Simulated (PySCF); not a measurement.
Si(OSiH3)(F)2(Me) (CH6F2OSi2), SMILES C[Si](F)(F)O[SiH3]. The structure is a stationary point at ωB97X-D3(BJ)/def2-SVP. One conformer was computed; it need not be the lowest.

**Question.** Give the equilibrium geometry at ωB97X-D3(BJ)/def2-SVP (PySCF confirms it by a frequency run) as a Z-matrix. (The exact figures need the calculation; the answer reports its results.)

**Answer.** This is not unique; one that fits is 
```
O
Si 1 1.6315
F 2 1.6170 1 108.86
F 2 1.6187 3 105.24 1 -115.79
Si 1 1.6708 2 140.31 3 -73.12
H 5 1.4862 1 107.98 2 150.53
H 5 1.4882 6 109.80 1 -119.18
H 5 1.4893 6 110.01 7 -120.77
C 2 1.8383 3 110.85 4 -120.36
H 9 1.1005 2 110.81 3 57.26
H 9 1.1007 10 108.54 2 -121.34
H 9 1.1007 10 108.48 11 -117.47
```
Charge 0, spin multiplicity 1.
